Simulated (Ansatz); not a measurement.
`BO[Si](F)(F)Br` + H–F → `F[Si](F)(F)Br` + `BO` at 600 K and 1 bar (ligand exchange at the Si–O bond).

Computed with Ansatz on PBE0-D4/def2-TZVP structures; ΔE is electronic, products minus reactants. CBS: MP2 limit from def2 TZ/QZ plus the TZ coupled-cluster correction, frozen cores. This one scheme is used for every species. For Br outer-core shells are correlated without core-valence functions, which leaves a few kJ/mol of doubt a bond. Scalar relativity is left out up to krypton. One conformer a species, not always the lowest.

```
         species  CCSD(T)/CBS energy (Eh)  H − E (kJ/mol)  S (J/(mol·K))
`BO[Si](F)(F)Br`              -3163.42790           150.3          462.4
             H–F               -100.39570            42.3          194.0
 `F[Si](F)(F)Br`              -3162.03492            72.5          381.8
            `BO`               -101.80414           119.7          267.1
```

H − E and S are ideal-gas, rigid-rotor, harmonic terms from PBE0-D4/def2-TZVP, for one conformer and one mirror image of each species. 1 Eh = 2625.50 kJ/mol, R = 8.31446 J/(mol·K).

Q: By hand: ΔE, ΔH, ΔS and ΔG.

A: ΔE = (-3162.03492) + (-101.80414) − (-3163.42790) − (-100.39570) = -0.01546 Eh = -40.6 kJ/mol. Δ(H − E) = 72.5 + 119.7 − 150.3 − 42.3 = -0.4, so ΔH = -41.0 kJ/mol. ΔS = 381.8 + 267.1 − 462.4 − 194.0 = -7.5 J/(mol·K). ΔG = -41.0 − 600 × (-7.5)/1000 = -36.5 kJ/mol.

Q: By hand: the equilibrium constant, and the temperature at which ΔG would vanish if ΔH and ΔS stayed fixed.

A: log₁₀ K = −ΔG/(RT ln 10) = 3.2. ΔG = 0 at ΔH/ΔS = 5467 K, far beyond where these terms or the molecules hold.

The number of gas molecules stays the same, so ΔS is small and ΔH decides. A doubt of 5 kJ/mol in ΔE shifts log₁₀ K by 0.4 here. Other conformers and mirror images would add mixing entropy, several J/(mol·K) or more a flexible species. Modes under 60 cm⁻¹, often nearly free rotors, make the harmonic entropy too high. These are equilibria of isolated gas molecules and say nothing of rates. Largest T1 diagnostic: 0.014 (customary marks: 0.02 for closed shells, 0.045 for open ones).
